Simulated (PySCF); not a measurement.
PySCF 2.14 output of an unrestricted BHandHLYP calculation on a single atom or ion in x2c-QZVPPall with one added diffuse shell each of s, p, d, f type (10s7p5d3f1g, 86 functions), with scalar relativity by spin-free X2C-1e:

```
SCF conv_tol = 1e-09
number electrons alpha = 8  beta = 5
    A. D. Becke.,  J. Chem. Phys. 98, 1372 (1993)
    Defined through Gaussian implementation.
cycle= 1 E= -242.496054522142  delta_E= -0.00426  |g|= 0.0107  |ddm|= 0.126
cycle= 2 E= -242.496139307433  delta_E= -8.48e-05  |g|= 0.00178  |ddm|= 0.0197
cycle= 3 E= -242.496144928885  delta_E= -5.62e-06  |g|= 0.000327  |ddm|= 0.0076
cycle= 4 E= -242.496145254205  delta_E= -3.25e-07  |g|= 0.000107  |ddm|= 0.00275
cycle= 5 E= -242.496145282348  delta_E= -2.81e-08  |g|= 3.77e-05  |ddm|= 0.000722
cycle= 6 E= -242.49614529139  delta_E= -9.04e-09  |g|= 4.58e-06  |ddm|= 0.000633
cycle= 7 E= -242.496145291488  delta_E= -9.76e-11  |g|= 3.06e-07  |ddm|= 6.18e-05
converged SCF energy = -242.496145291488  <S^2> = 3.7500263  2S+1 = 4.0000132
```

The run itself started from symmetry-adapted Hartree-Fock orbitals and held the occupation by maximum overlap, on a logarithmic radial grid, so the iterations belong to that start.

Task: Which element, charge and spin multiplicity is this?

Result: Al (aluminium, neutral), multiplicity 4; the state was [Ne] 3s1 3p1 3d1, one real determinant (an excited configuration).

⟨L²⟩ = 8.01 against 12 for a pure F term, so this real determinant mixes terms. The outer electron is Rydberg-like, and this basis confines it to a smaller radius and binds it less than a complete one would.
